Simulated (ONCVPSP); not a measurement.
**How hard is this magnesium (Mg) ONCV potential?**

Mg (Z = 12), optimised norm-conserving Vanderbilt (ONCV), made with ONCVPSP 4.0.1 (Wu-Cohen, scalar-relativistic). Core [He], reference 2s2 2p6 (charge +2). Waves: 2s: rc 0.65 bohr, ncon 4, nbas 8, qcut 10.3 1/bohr, 2 projectors, debl 4 Ha; 2p: rc 0.75 bohr, ncon 4, nbas 7, qcut 18.2 1/bohr, 2 projectors, debl 0.8 Ha. Local part: polynomial inside 0.40 bohr (lpopt 4, dvloc0 6 Ha). Core correction: none.

In the p channel the program set the typed energies aside and used -2.452, 0.250 Ha.

Task: For each optimised wave give the share of its norm inside rc, the residual kinetic energy above qcut (Ha) and the cutoffs (Ha) for errors of 10, 1, 0.1 and 0.01 mHa per electron.

Result:

```csv
wave,norm inside rc,residual KE,10 mHa,1 mHa,0.1 mHa,0.01 mHa
2s,0.503,9.7e-03,52.9,334.0,422.5,572.8
s projector 2,0.020,8.1e-04,12.0,51.0,120.3,370.2
2p,0.649,3.8e-06,99.2,123.6,142.6,158.0
p projector 2,0.024,6.3e-07,65.8,98.8,125.2,145.1
```

The occupied waves need 334 Ha and 422 Ha for 1 and 0.1 mHa.
